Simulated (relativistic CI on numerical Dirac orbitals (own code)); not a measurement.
**Cu³⁺ in a cubic cluster: 1s photoemission with charge transfer**

Computed with a charge-transfer multiplet model of a cubic metal-ligand cluster with up to 2 ligand holes, Slater and spin-orbit integrals from Dirac-Coulomb-Breit ions, Slater integrals scaled by 0.9. The ground state mixes d8 with configurations of k ligand holes L, whose averages lie at kΔ + k(k − 1)U_dd/2; a core hole lowers each added d electron by U_cd. 20 K, Lorentzian 1.1 eV and Gaussian 0.6 eV FWHM.

Atomic integrals in eV (Slater integrals scaled, ζ unscaled), ground: F2dd 12.450, F4dd 7.768, zeta_d 0.110; with the core hole: F2dd 13.918, F4dd 8.721, zeta_d 0.148, G2cd 0.086.

Cluster parameters (eV): Δ = -0.2, U_dd = 7.3, U_cd = 8.8, 10Dq = 0.3, 10Dq(ligand) = 0.7, final-state hopping factor = 1.

Weights, n_d and S are thermal averages at 20 K. Binding energies count from the first peak over 30 % of the highest in each spectrum, which can be another peak from case to case. The parameters are a model scan and need not match a compound or its usual spin state. Peaks in eV (height, largest 100): 0.0 (100), 9.1 (37), 17.8 (8).

Q: Which parameters give this spectrum?
A. V(eg) = 2.8 eV, V(t2g) = -1.18 eV
B. V(eg) = 4.3 eV, V(t2g) = -1.81 eV
C. V(eg) = 2.5 eV, V(t2g) = -1.05 eV
D. V(eg) = 3.4 eV, V(t2g) = -1.43 eV
E. V(eg) = 3.7 eV, V(t2g) = -1.56 eV

A: E. V(eg) = 3.7 eV, V(t2g) = -1.56 eV; the ground state then has 8.65 d electrons and S = 1.00. The choice follows from running the model for each set and comparing peak positions and heights.
